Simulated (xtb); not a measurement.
C4H4BF, SMILES FB1C=CC=C1. All values are semi-empirical tight-binding results from xtb (GFN2-xTB unless named), good for trends rather than for accurate numbers. The structure is a stationary point at GFN2-xTB. The structure was generated by enumeration, and PubChem lists no compound with its InChIKey, so it may never have been made.

Optimised geometry:

```xyz
10

F      0.0000     0.0000     2.1282
B      0.0000     0.0000     0.8152
C      0.0000     1.2433    -0.1594
C      0.0000     0.7424    -1.3988
C      0.0000    -0.7424    -1.3988
C      0.0000    -1.2433    -0.1594
H      0.0000     2.2977     0.0561
H      0.0000     1.3002    -2.3216
H      0.0000    -1.3002    -2.3216
H      0.0000    -2.2977     0.0561
```
Charge 0, spin multiplicity 1.

* **point group as xtb finds it**: C2v
* **orbital gap**: 2.00 eV
* **dipole moment**: 1.52 D
* **zero-point energy**: 43.6 kcal/mol
* **G − E(el) at 298.15 K (modified RRHO)**: 26.0 kcal/mol
* **static polarisability (D4 model)**: 56.5 bohr³
* **solvation energy, GFN2-xTB/ALPB(water)**: -1.0 kcal/mol
* **solvation energy, GFN2-xTB/ALPB(methanol)**: -3.7 kcal/mol

Computed IR lines (harmonic; lines under 4 % of the strongest left out, lines within 3 cm⁻¹ merged):
ν (cm⁻¹): 526 (w), 767 (m), 1028 (m), 1370 (vs), 1584 (w), 3096 (w), 3123 (m) (against the strongest line: vs over 80 %, s over 45 %, m over 15 %, w over 4 %, vw less)

Computed atomic charges and the Wiberg bond orders between heavy atoms:
charges (e) F1 -0.24, B2 0.39, C3 -0.13, C4 -0.03, C5 -0.03, C6 -0.13, H7 0.04, H8 0.04, H9 0.04, H10 0.04. Bond orders F1–B2 1.14, B2–C3 0.98, C3–C4 1.88, C4–C5 1.03, B2–C6 0.98, C5–C6 1.88.
